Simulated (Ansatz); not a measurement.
One change: `CN[SiH](C)S` becomes `C[SiH](S)CS`.

Ansatz, PBE0-D4/def2-TZVP geometries, multiplicity 1. Each molecule was computed in one conformer, which needn't be the lowest.

| property | `CN[SiH](C)S` |
| --- | --- |
| size of the dipole moment (PBE/def2-TZVPP) / D | 1.60 |
| size of the dipole moment (B3LYP/def2-TZVPP) / D | 1.65 |
| HOMO energy (B3LYP/def2-TZVPP) / eV | -6.61 |
| LUMO energy (ωB97M-V/def2-TZVPP) / eV | 2.28 |
| LUMO energy (PBE0/def2-TZVPP) / eV | 0.59 |
| LUMO energy (PBE/def2-TZVPP) / eV | -0.32 |

Problem. What does the change do to each property? (An estimate is asked.)

Solution. Ansatz gave: 
```csv
property,`C[SiH](S)CS`,shift
size of the dipole moment (PBE/def2-TZVPP) / D,0.54,-1.06
size of the dipole moment (B3LYP/def2-TZVPP) / D,0.49,-1.16
HOMO energy (B3LYP/def2-TZVPP) / eV,-6.56,0.05
LUMO energy (ωB97M-V/def2-TZVPP) / eV,1.86,-0.42
LUMO energy (PBE0/def2-TZVPP) / eV,0.18,-0.41
LUMO energy (PBE/def2-TZVPP) / eV,-0.71,-0.39
```

Dipoles are sizes alone; their direction can turn.

B3LYP here is the variant with VWN-RPA as its local correlation; programs differ in this.
